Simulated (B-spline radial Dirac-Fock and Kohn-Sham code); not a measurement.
**Elastic electron scattering at 30 keV, Ca to Ru**

Level of theory: relativistic (Dirac) partial waves in the static field of the Dirac-Fock atom with Furness-McCarthy exchange, without polarisation or absorption potentials; an atomic code on a B-spline grid. σ_tr1 and σ_tr2 weight the cross section with 1 − P₁ and 1 − P₂ of cos θ; "backward" is the share scattered beyond 90°.

| Z | element | σ (a₀²) | σ_tr1 (a₀²) | σ_tr2 (a₀²) | backward (%) | dσ/dΩ at 90° (a₀²/sr) |
| --- | --- | --- | --- | --- | --- | --- |
| 20 | Ca | 0.567 | 0.00310 | 0.00763 | 0.050 | 9.20e-05 |
| 21 | Sc | 0.580 | 0.00339 | 0.00833 | 0.055 | 0.000102 |
| 22 | Ti | 0.586 | 0.00370 | 0.00906 | 0.060 | 0.000113 |
| 23 | V | 0.588 | 0.00401 | 0.00980 | 0.066 | 0.000124 |
| 24 | Cr | 0.542 | 0.00433 | 0.0105 | 0.078 | 0.000136 |
| 25 | Mn | 0.586 | 0.00467 | 0.0113 | 0.079 | 0.000148 |
| 26 | Fe | 0.584 | 0.00500 | 0.0121 | 0.087 | 0.000162 |
| 27 | Co | 0.580 | 0.00535 | 0.0129 | 0.095 | 0.000175 |
| 28 | Ni | 0.575 | 0.00570 | 0.0137 | 0.10 | 0.000190 |
| 29 | Cu | 0.531 | 0.00605 | 0.0145 | 0.12 | 0.000205 |
| 30 | Zn | 0.565 | 0.00643 | 0.0153 | 0.12 | 0.000221 |
| 31 | Ga | 0.622 | 0.00681 | 0.0162 | 0.12 | 0.000238 |
| 32 | Ge | 0.665 | 0.00720 | 0.0170 | 0.12 | 0.000255 |
| 33 | As | 0.700 | 0.00760 | 0.0179 | 0.12 | 0.000273 |
| 34 | Se | 0.728 | 0.00801 | 0.0188 | 0.13 | 0.000292 |
| 35 | Br | 0.751 | 0.00843 | 0.0197 | 0.13 | 0.000311 |
| 36 | Kr | 0.770 | 0.00886 | 0.0207 | 0.14 | 0.000331 |
| 37 | Rb | 0.918 | 0.00930 | 0.0216 | 0.12 | 0.000352 |
| 38 | Sr | 1.04 | 0.00975 | 0.0226 | 0.12 | 0.000373 |
| 40 | Zr | 1.10 | 0.0107 | 0.0245 | 0.12 | 0.000419 |
| 41 | Nb | 1.07 | 0.0111 | 0.0255 | 0.14 | 0.000442 |
| 42 | Mo | 1.07 | 0.0116 | 0.0265 | 0.14 | 0.000467 |
| 43 | Tc | 1.13 | 0.0121 | 0.0275 | 0.14 | 0.000492 |
| 44 | Ru | 1.08 | 0.0126 | 0.0284 | 0.16 | 0.000518 |

Values without a named source are computed, but for edge energies of neutral atoms, which are taken from tables.
